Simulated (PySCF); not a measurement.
Job for PySCF: R-BP86/6-31G* on C2H5Cl (a complex), monomers drawn apart or pushed together.

```python
from pyscf import gto, scf, dft, mp
from pyscf.data.elements import chemcore

mol = gto.M(
    atom='''
    Cl   -0.44736345    0.01661880    0.25716943
    H    -0.30982662    0.03203966    1.54328828
    C     0.34673150    0.56084111    3.55130867
    C    -0.51198472   -0.44539896    3.66143201
    H     1.41048516    0.39120937    3.43669570
    H     0.01979951    1.59332754    3.57546456
    H    -1.57527281   -0.27562745    3.78006907
    H    -0.18461841   -1.47781044    3.64125710
    ''',
    basis='6-31g*',
    cart=True,
    charge=0, spin=0, verbose=3, max_memory=1800)
mf = dft.RKS(mol, xc='b88,p86')
mf.conv_tol = 1e-8
mf.max_cycle = 100
mf.kernel()
if not mf.converged:
    mf = mf.newton().run(mf.mo_coeff, mf.mo_occ)
```

Problem. Predict the final total energy.

Solution. -539.4069 hartree.
